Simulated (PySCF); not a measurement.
Krypton: a sound run and one with changed settings

Sound run: Kr [Kr], Kr⁺ [Ar] 3d10 4s2 4p5. All numbers are calculated (PySCF 2.14, the spin-free X2C one-electron Hamiltonian (Gaussian nucleus), in cc-pVTZ-DK (6s5p3d1f, 43 functions)). In the sound run the correlated levels freeze [Ar] 3d10. The sound run starts from symmetry-adapted Hartree-Fock orbitals and uses a fine grid where one is needed.

A second run was set up differently.

```csv
species,method,sound run (hartree),changed run (hartree),converged
Kr,UHF,-2788.17305,-2788.17305,yes
Kr,PBE0,-2789.72683,-2789.72683,yes
Kr,LDA,-2786.14541,-2786.14541,yes
Kr,MP2,-2788.34432,-2788.30262,yes
Kr,CCSD(T),-2788.36512,-2788.36512,yes
Kr⁺,UHF,-2787.69343,-2787.69343,yes
Kr⁺,PBE0,-2789.20967,-2789.20967,yes
Kr⁺,LDA,-2785.61864,-2785.61864,yes
Kr⁺,MP2,-2787.83065,-2787.79839,yes
Kr⁺,CCSD(T),-2787.85438,-2787.85438,yes
```

Ionisation energy of Kr:

| method | sound run (eV) | changed run (eV) |
| --- | --- | --- |
| UHF | 13.051 | 13.051 |
| PBE0 | 14.073 | 14.073 |
| LDA | 14.334 | 14.334 |
| MP2 | 13.978 | 13.721 |
| SCS-MP2 | 13.893 | 13.663 |
| CCSD | 13.861 | 13.861 |
| CCSD(T) | 13.898 | 13.898 |

(1) What was changed?
A. radial grid too coarse
B. basis contracted for another Hamiltonian
C. level shift left on
D. too few SCF iterations

Results:

(1) C. It used initial guess atom, at most 50 SCF cycles, level shift 0.5 hartree. A level shift leaves the converged SCF energy unchanged but raises the virtual orbital energies, which shrinks MP2 if it is not removed.
